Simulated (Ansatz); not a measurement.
## Forces on a displaced structure

SiH4Se (SMILES [SiH3][SeH]), closed shell, displaced at random from a GFN2-xTB minimum.

```xyz
6
angstrom
Si -0.3295 -0.2247 -0.5164
Se 0.9140 -0.1754 1.5184
H -1.7252 0.3884 -0.2156
H -0.3887 -1.7494 -0.8080
H 0.5745 0.5751 -1.4265
H 0.6919 1.2555 1.5260
```

Computed with Ansatz 0.2.0 (basis: def2-TZVPP); correlated methods freeze the cores. Filled d shells of the heavier atoms are correlated. The def2 sets are not built for correlating such inner shells, so the correlated values are less sure here.

CCSD(T) forces from the calculation:
```json
{"atom": "Si1", "Fx": "0.312", "Fy": "-0.531", "Fz (eV/Å)": "1.256"}
{"atom": "Se2", "Fx": "-0.615", "Fy": "-0.340", "Fz (eV/Å)": "-0.809"}
{"atom": "H3", "Fx": "1.090", "Fy": "-0.464", "Fz (eV/Å)": "-0.540"}
{"atom": "H4", "Fx": "-0.078", "Fy": "1.297", "Fz (eV/Å)": "-0.077"}
{"atom": "H5", "Fx": "-0.770", "Fy": "-0.380", "Fz (eV/Å)": "0.009"}
{"atom": "H6", "Fx": "0.060", "Fy": "0.418", "Fz (eV/Å)": "0.161"}
```

Root-mean-square difference of the force components from those of CCSD(T): PBE0-D4 0.054; wB97M-V 0.038; r2SCAN-D4 0.048; PBE-D4 0.185; B97M-V 0.055; BHLYP-D4 0.091 eV/Å.

T1 diagnostic: at most 0.010.

For scale, one of the runs: CCSD(T)/def2-TZVPP forces, 146 basis functions (an equivalent command: `ansatz run in.yaml --threads 4`). Time: 47 s of wall clock on 4 CPU threads; the host was shared. Peak host memory: 1.5 GiB.
